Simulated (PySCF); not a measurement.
Consider 2,4-difluoroaniline, `Nc1ccc(F)cc1F` (C6H5F2N). Numbering: `[NH2:1][c:2]1[cH:3][cH:4][c:5]([F:6])[cH:7][c:8]1[F:9]` These are map numbers, not IUPAC locants.

These are calculated values, ωB97X-D3(BJ)/ma-def2-TZVP in PySCF (grid level 2) at geometries from PBE0-D3(BJ)/def2-SVP. The prefix ma- adds one diffuse s and one diffuse p function on all atoms but H. Thermal corrections: PBE0-D3(BJ)/def2-SVP frequencies, unscaled, ideal gas at 298.15 K and 1 bar, quasi-RRHO entropy.

Task: What are the vertical and the adiabatic ionisation energy for forming the radical cation?

Result: 8.09 eV vertical and 7.78 eV adiabatic, the latter with zero-point energy.

Task: Where does the unpaired spin of the relaxed radical cation sit?

Result: N1 (aryl amine nitrogen) 0.34, C5 (aromatic carbon) 0.30, C8 (aromatic carbon) 0.19, C3 (aromatic carbon) 0.12 (intrinsic atomic orbital populations).

Task: What oxidation potential follows in dichloromethane (IEF-PCM), given that Fc+/Fc comes at 4.70 V absolute with this functional and basis?

Result: In the gas phase ΔG of oxidation is 7.763 eV, and solvation is -22.1 kJ/mol for the parent and -217.4 kJ/mol for the product, so the absolute potential is 5.74 V, or 1.04 V against Fc+/Fc. Fc+/Fc in dichloromethane, 4.70 V, is ωB97X-D3(BJ)/ma-def2-TZVP on PBE0-D3(BJ)/def2-SVP structures with GFN2-xTB thermal terms. Benchmark calculations put it near 5.0 V in acetonitrile and DMSO, so it is about 0.3 V low, and the value against it can read up to that much too high. The solvent is electrostatics only, on gas-phase structures; the absolute scale refers to an electron at rest in vacuum.

Task: How far is −ε(HOMO) from the vertical value by ΔSCF?

Result: −ε(HOMO) = 8.27 eV, which is 0.18 eV above the ΔSCF value.
